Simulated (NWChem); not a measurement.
System: C2HClF2; SMILES F/C=C(\F)Cl

Here is an NWChem input.

```
start job
memory heap 200 mb stack 900 mb global 1100 mb
geometry units angstroms noautosym nocenter noautoz
  F     -0.289246    -2.249500     0.000000
  C     -0.703022    -0.991255     0.000000
  C      0.164947     0.021268     0.000000
  F      1.468394    -0.158220     0.000000
  Cl    -0.328288     1.659360     0.000000
  H     -1.783535    -0.843927     0.000000
end
basis spherical
  F library 6-31g*
  C library 6-31g*
  Cl library 6-31g*
  H library 6-31g*
end
dft
  xc r2scan
  iterations 150
end
task dft gradient
```

Excerpt of the output:

```
             Northwest Computational Chemistry Package (NWChem) 7.3.0
             --------------------------------------------------------

                             Geometry "geometry" -> ""
                             -------------------------

 Output coordinates in angstroms (scale by  1.889725989 to convert to a.u.)

  No.       Tag          Charge          X              Y              Z
 ---- ---------------- ---------- -------------- -------------- --------------
    1 F                    9.0000    -0.28924600    -2.24950000     0.00000000
    2 C                    6.0000    -0.70302200    -0.99125500     0.00000000
    3 C                    6.0000     0.16494700     0.02126800     0.00000000
    4 F                    9.0000     1.46839400    -0.15822000     0.00000000
    5 Cl                  17.0000    -0.32828800     1.65936000     0.00000000
    6 H                    1.0000    -1.78353500    -0.84392700     0.00000000

 Effective nuclear repulsion energy (a.u.)     213.2620034822

                                 NWChem DFT Module
                                 -----------------

 Summary of "ao basis" -> "ao basis" (spherical)
 ------------------------------------------------------------------------------
       Tag                 Description            Shells   Functions and Types
 ---------------- ------------------------------  ------  ---------------------
 F                           6-31g*                  6       14   3s2p1d
 C                           6-31g*                  6       14   3s2p1d
 Cl                          6-31g*                  8       18   4s3p1d
 H                           6-31g*                  2        2   2s

            General Information
            -------------------
          SCF calculation type: DFT
          Wavefunction type:  closed shell.
          No. of atoms     :     6
          No. of electrons :    48
           Alpha electrons :    24
            Beta electrons :    24
          Charge           :     0
          Spin multiplicity:     1
          Use of symmetry is: off; symmetry adaption is: off
          Maximum number of iterations: 150
          AO basis - number of functions:    76
                     number of shells:    34
          Convergence on energy requested:  1.00D-06
          Convergence on density requested:  1.00D-05
          Convergence on gradient requested:  5.00D-04

              XC Information
              --------------
                      r^2SCAN Method XC Functional
               r^2SCAN metaGGA Exchange Functional  1.000
                     r^2SCAN Correlation Potential  1.000

             Grid Information
             ----------------
          Grid used for XC integration:  medium
          Radial quadrature: Mura-Knowles
          Angular quadrature: Lebedev.
          Tag              B.-S. Rad. Rad. Pts. Rad. Cut. Ang. Pts.
          ---              ---------- --------- --------- ---------
          F                   0.50       49          10.0       434
          C                   0.70       49           8.0       434
          Cl                  1.00       88           8.0       590
          H                   0.35       45           8.0       434
          Grid pruning is: on
          Number of quadrature shells:   329
          Spatial weights used:  Erf1

      Superposition of Atomic Density Guess
      -------------------------------------

 Sum of atomic energies:        -734.01398760

      Non-variational initial energy
      ------------------------------

 Total energy =    -735.731572
 1-e energy   =   -1439.830621
 2-e energy   =     490.837046
 HOMO         =      -0.211121
 LUMO         =       0.104629

   convergence    iter        energy       DeltaE   RMS-Dens  Diis-err
 ---------------- ----- ----------------- --------- --------- ---------
 d= 0,ls=0.0,diis     1   -736.3429549176 -9.50D+02  2.21D-02  1.01D+00
 d= 0,ls=0.0,diis     2   -736.1261114227  2.17D-01  1.52D-02  3.29D+00
 d= 0,ls=0.0,diis     3   -736.4506002653 -3.24D-01  4.23D-03  7.34D-02
 d= 0,ls=0.0,diis     4   -736.4530395574 -2.44D-03  2.53D-03  3.97D-02
 d= 0,ls=0.0,diis     5   -736.4576883800 -4.65D-03  6.81D-04  4.42D-03
  Resetting Diis
 d= 0,ls=0.0,diis     6   -736.4581840634 -4.96D-04  1.82D-04  2.37D-04
 d= 0,ls=0.0,diis     7   -736.4582140769 -3.00D-05  5.07D-05  4.60D-06
 d= 0,ls=0.0,diis     8   -736.4582137376  3.39D-07  2.84D-05  8.88D-06
 d= 0,ls=0.0,diis     9   -736.4582146088 -8.71D-07  5.74D-06  3.59D-07

         Total DFT energy =     -736.458214608828
      One electron energy =    -1440.719119640865
           Coulomb energy =      551.260934430078
    Exchange-Corr. energy =      -60.262032880260
 Nuclear repulsion energy =      213.262003482218

 Numeric. integr. density =       47.999999533572

                       DFT Final Molecular Orbital Analysis
                       ------------------------------------

[...]

                         DFT ENERGY GRADIENTS

    atom               coordinates                        gradient
                 x          y          z           x          y          z
   1 F      -0.546596  -4.250939   0.000000   -0.005150   0.012536   0.000000
   2 C      -1.328519  -1.873200   0.000000    0.011332  -0.013029  -0.000000
   3 C       0.311705   0.040191   0.000000    0.009634   0.003361   0.000000
   4 F       2.774862  -0.298992   0.000000   -0.013384   0.001993  -0.000000
   5 Cl     -0.620374   3.135736   0.000000    0.001584  -0.006187  -0.000000
   6 H      -3.370392  -1.594791   0.000000   -0.004015   0.001326   0.000000
```

Level: r2SCAN/6-31G* (spherical d). Structure relaxed at the PBE0/def2-SVP level.
